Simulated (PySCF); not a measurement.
AlF3 (SMILES [F][Al]([F])[F]), singlet, at a GFN2-xTB geometry (such geometries of metal compounds can be far from the true shape); DF-B3LYP/cc-pVDZ (PySCF).

Input for PySCF:
```python
from pyscf import gto, scf, dft

mol = gto.M(
    atom='''
Al    0.00000000   -0.00000000   -0.00000000
F    -0.02093275    1.63085400    0.03791596
F     1.42318261   -0.79710311   -0.02717492
F    -1.40224986   -0.83375089   -0.01074104
''',
    basis='cc-pvdz',
    verbose=4,
)

mf = dft.RKS(mol)
mf.xc = 'b3lyp'
mf = mf.density_fit(auxbasis='def2-universal-jkfit')
mf.kernel()
mf.analyze()
```

It wrote (shortened):

```
PySCF version 2.14.0

[INPUT] verbose = 4
[INPUT] num. atoms = 4
[INPUT] num. electrons = 40
[INPUT] charge = 0
[INPUT] spin (= nelec alpha-beta = 2S) = 0
[INPUT] symmetry False subgroup None
[INPUT] Mole.unit = angstrom
[INPUT] Symbol           X                Y                Z      unit          X                Y                Z       unit  Magmom
[INPUT]  1 Al     0.000000000000   0.000000000000   0.000000000000 AA    0.000000000000   0.000000000000   0.000000000000 Bohr   0.0
[INPUT]  2 F     -0.020932750000   1.630854000000   0.037915960000 AA   -0.039557164534   3.081867409151   0.071650780150 Bohr   0.0
[INPUT]  3 F      1.423182610000  -0.797103110000  -0.027174920000 AA    2.689425358144  -1.506306570939  -0.051353156257 Bohr   0.0
[INPUT]  4 F     -1.402249860000  -0.833750890000  -0.010741040000 AA   -2.649868193610  -1.575560838212  -0.020297623893 Bohr   0.0

nuclear repulsion = 159.358886085128
number of shells = 20
number of NR pGTOs = 119
number of NR cGTOs = 60
basis = cc-pvdz
ecp = {}

******** <class 'pyscf.df.df_jk.DFRKS'> ********
method = DFRKS
initial guess = minao
damping factor = 0
level_shift factor = 0
DIIS = <class 'pyscf.scf.diis.CDIIS'>
diis_start_cycle = 1
diis_space = 8
diis_damp = 0
SCF conv_tol = 1e-09
SCF conv_tol_grad = None
SCF max_cycles = 50
direct_scf = False
XC library pyscf.dft.libxc version 7.1.2
    S. Lehtola, C. Steigemann, M. J. T. Oliveira, and M. A. L. Marques,  SoftwareX 7, 1–5 (2018)
XC functionals = b3lyp
    P. J. Stephens, F. J. Devlin, C. F. Chabalowski, and M. J. Frisch,  J. Phys. Chem. 98, 11623 (1994)
radial grids:
    Treutler-Ahlrichs [JCP 102, 346 (1995); DOI:10.1063/1.469408] (M4) radial grids

becke partition: Becke, JCP 88, 2547 (1988); DOI:10.1063/1.454033
pruning grids: <function nwchem_prune>
grids dens level: 3
symmetrized grids: False
atomic radii adjust function: <function treutler_atomic_radii_adjust>
small_rho_cutoff = 0
Set gradient conv threshold to 3.16228e-05
Initial guess from minao.
tot grids = 61968
******** <class 'pyscf.df.df.DF'> ********
auxbasis = def2-universal-jkfit
init E= -542.267936934391
  HOMO = -0.52935629056781  LUMO = -0.106776133467923  gap/eV = 11.49899
cycle= 1 E= -541.990956391529  delta_E= 0.277  |g|= 1.05  |ddm|= 1.59
  HOMO = -0.259894750630944  LUMO = -0.0519352759992526  gap/eV = 5.65887
cycle= 2 E= -541.624279646134  delta_E= 0.367  |g|= 1.85  |ddm|= 1.61
  HOMO = -0.413503477576955  LUMO = -0.0699639728172667  gap/eV = 9.34819
cycle= 3 E= -542.185201083813  delta_E= -0.561  |g|= 0.0123  |ddm|= 0.982
  HOMO = -0.410401454416792  LUMO = -0.0680981040417095  gap/eV = 9.31455
cycle= 4 E= -542.185229087791  delta_E= -2.8e-05  |g|= 0.00459  |ddm|= 0.0125
  HOMO = -0.41077454010667  LUMO = -0.0681492343482173  gap/eV = 9.32331
cycle= 5 E= -542.185232013491  delta_E= -2.93e-06  |g|= 0.000776  |ddm|= 0.00174
  HOMO = -0.410820987387018  LUMO = -0.0680925281553884  gap/eV = 9.32612
cycle= 6 E= -542.185232122704  delta_E= -1.09e-07  |g|= 3.7e-05  |ddm|= 0.000657
  HOMO = -0.410828722724773  LUMO = -0.0680995163811913  gap/eV = 9.32614
cycle= 7 E= -542.185232122725  delta_E= -2.1e-11  |g|= 3.99e-05  |ddm|= 4.28e-05
  HOMO = -0.410829191365805  LUMO = -0.0680998773586579  gap/eV = 9.32614
cycle= 8 E= -542.185232122981  delta_E= -2.56e-10  |g|= 2.34e-06  |ddm|= 2.11e-05
  HOMO = -0.410829079834645  LUMO = -0.0680996430600707  gap/eV = 9.32614
Extra cycle  E= -542.185232122981  delta_E= 1.14e-13  |g|= 3.61e-06  |ddm|= 3.53e-06
converged SCF energy = -542.185232122981
**** SCF Summaries ****
Total Energy =                        -542.185232122981233
Nuclear Repulsion Energy =             159.358886085128034
One-electron Energy =                -1073.178087878632823
Two-electron Energy =                  371.633969670523527
Two-electron Coulomb Energy =          421.919745231862066
DFT Exchange-Correlation Energy =      -50.285775561338525
HOMO-LUMO gap [eV] =                     9.326143004490133
**** MO energy ****
MO #1   energy= -56.1511894404916  occ= 2
MO #2   energy= -24.6963001032439  occ= 2
MO #3   energy= -24.6962984633976  occ= 2
MO #4   energy= -24.696285236968   occ= 2
MO #5   energy= -4.2367155038959   occ= 2
MO #6   energy= -2.79235254891042  occ= 2
MO #7   energy= -2.78881816001316  occ= 2
MO #8   energy= -2.7888180861278   occ= 2
MO #9   energy= -1.1893327910981   occ= 2
MO #10  energy= -1.17640597856352  occ= 2
MO #11  energy= -1.17640520453514  occ= 2
MO #12  energy= -0.515109728066956 occ= 2
MO #13  energy= -0.470449475663189 occ= 2
MO #14  energy= -0.470448929045831 occ= 2
MO #15  energy= -0.451393611267238 occ= 2
MO #16  energy= -0.43591276884194  occ= 2
MO #17  energy= -0.43591087074203  occ= 2
MO #18  energy= -0.42857016819728  occ= 2
MO #19  energy= -0.428568636272255 occ= 2
MO #20  energy= -0.410829079834645 occ= 2
MO #21  energy= -0.0680996430600707 occ= 0
MO #22  energy= -0.0179233407080366 occ= 0
MO #23  energy= 0.0749321293144055 occ= 0
MO #24  energy= 0.0749336746633797 occ= 0
MO #25  energy= 0.194678519258408  occ= 0
MO #26  energy= 0.217575425455883  occ= 0
MO #27  energy= 0.302625713320079  occ= 0
MO #28  energy= 0.302631685085841  occ= 0
 ** Mulliken pop on meta-lowdin orthogonal AOs  **
 ** Mulliken pop  **
 ** Mulliken atomic charges  **
charge of    0Al =      1.41636
charge of    1F =     -0.47212
charge of    2F =     -0.47212
charge of    3F =     -0.47212
Dipole moment(X, Y, Z, Debye): -0.00000, -0.00001,  0.00000
```
